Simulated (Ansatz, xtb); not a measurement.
**A geometry optimisation of ClF2HSiSn with r2SCAN-D4/def2-SVP**

The starting geometry of this gas-phase singlet was built from a drawn formula by distance geometry and a force field; its bonds are those of `[F][SnH]([F])[Si]Cl`.

```xyz
6

Cl    3.2154    2.4908    0.6335
F     0.6257   -0.9221    0.6224
F     0.0912    1.0253    3.1238
Si    3.4946    0.8389    1.9165
Sn    1.3039   -0.3231    2.3158
H     1.6026   -1.6645    3.3909
```

Q: Predict what it relaxes into with r2SCAN-D4/def2-SVP.

A: It keeps its bonds, and is `[F][SnH]([F])[Si]Cl`.

The energy falls by 0.48 eV over 10 steps:

```json
{"step": "1", "E − E(last) (eV)": "0.479"}
{"step": "2", "E − E(last) (eV)": "0.150"}
{"step": "3", "E − E(last) (eV)": "0.062"}
{"step": "4", "E − E(last) (eV)": "0.050"}
{"step": "5", "E − E(last) (eV)": "0.025"}
{"step": "6", "E − E(last) (eV)": "0.009"}
{"step": "7", "E − E(last) (eV)": "0.003"}
{"step": "8", "E − E(last) (eV)": "0.000"}
{"step": "9", "E − E(last) (eV)": "0.000"}
{"step": "10", "E − E(last) (eV)": "0.000"}
```

Final geometry (Å):

```xyz
6

Cl    2.8223    2.3464    0.6377
F     0.7714   -0.8006    0.6582
F     0.2710    1.0012    3.0556
Si    3.8086    0.9918    1.8765
Sn    1.5140   -0.3543    2.4057
H     1.1461   -1.7392    3.3694
```

From the same start GFN2-xTB ends elsewhere, differing in F3–Si4 (1.64 against 3.73 Å here), F3–Sn5 (3.28 against 1.95 Å here).

The end wasn't checked by frequencies. Atoms past krypton carry core potentials, without spin–orbit terms. Run with Ansatz 0.2.0, 21 s on 1 thread of Intel(R) Xeon(R) 6975P-C (Granite Rapids), on a shared host.
